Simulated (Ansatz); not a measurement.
Calculated with Ansatz (gas phase, PBE0-D4/def2-TZVP geometries, no zero-point term in ΔE). CCSD(T)/CBS adds triple-zeta CCSD(T) − MP2 to the extrapolated MP2 energy (def2 sets, frozen cores). This one scheme is used for every species. Functionals use def2-TZVPP. Each species was taken in one conformer, which may not be the lowest.

Consider the ligand exchange at the Si–C bond: `C=C[Si](Cl)(Cl)Cl` + CH₃NH₂ → `CN[Si](Cl)(Cl)Cl` + ethylene.

```
             level  ΔE (kJ/mol)  difference from CCSD(T)/CBS
           ωB97M-V        -61.4                         -1.1
            r2SCAN        -59.4                          0.9
           r2SCAN0        -61.2                         -0.9
       HF/def2-SVP        -64.2                         -3.9
     HF/def2-TZVPP        -67.4                         -7.1
SCS-MP2/def2-TZVPP        -60.9                         -0.6
   CCSD/def2-TZVPP        -61.6                         -1.3
CCSD(T)/def2-TZVPP        -59.9                          0.4
SCS-MP2/def2-QZVPP        -61.2                         -0.9
      HF/CBS(def2)        -67.9                         -7.6
       CCSD(T)/CBS        -60.3                            0
```

Largest T1 diagnostic among the species: 0.011.

Leaving LDA and LC-ωPBE aside and taking each functional with its dispersion term where it has one, the values, not all of them listed here, spread over 11.8 kJ/mol, from BHLYP-D4 to PBE-D4. LDA lies −6.8 kJ/mol from PBE without D4. In def2-TZVPP, CCSD(T) changes the Hartree–Fock value by +7.4 kJ/mol (the triples alone add +1.6 kJ/mol) and MP2 by +7.0 kJ/mol. From PBE to PBE0 (25 % exact exchange), in def2-TZVPP and without D4, ΔE moves by −3.6 kJ/mol.
